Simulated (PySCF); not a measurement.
Gas-phase reaction: 2 HCl + Ge₃H₈ = 2 GeH₃Cl + GeH₄

Energies from PySCF, thermal terms from the rigid-rotor harmonic-oscillator model, ideal gas at 1 bar. † marks an energy on the PBE0/def2-TZVP geometry and frequencies; other levels use their own. CCSD(T) freezes the core. 6-31G* has spherical d functions here. All species are closed-shell singlets. Ge: all electrons, no relativistic terms. CCSD(T) isn't extrapolated to the basis-set limit. The harmonic model lacks anharmonicity and excited electronic states, which grow with temperature; levels with a mode under 35 cm⁻¹ are left out. Internal rotation in Ge₃H₈ is treated as a harmonic vibration of one conformer, which makes the entropy rough.

ΔH° and ΔS° at 298 K: BLYP/def2-TZVP† -81 kJ, -15 J/K; CCSD(T)/def2-SVP† -76 kJ, -15 J/K; HF/6-31G* -127 kJ, -13 J/K; M06-2X/def2-TZVP† -105 kJ, -15 J/K.

### Question
With the heat capacities included, give log10 K (1 bar) at 500, 600, 1000, 1600, 2500 K from BLYP/def2-TZVP†, CCSD(T)/def2-SVP†, HF/6-31G*, M06-2X/def2-TZVP†.

### Answer
```tsv
T (K)	BLYP/def2-TZVP†	CCSD(T)/def2-SVP†	HF/6-31G*	M06-2X/def2-TZVP†
500	7.5	7.0	12.5	10.0
600	6.0	5.6	10.1	8.1
1000	2.8	2.6	5.4	4.1
1600	1.0	0.8	2.6	1.8
2500	-0.2	-0.3	0.9	0.3
```
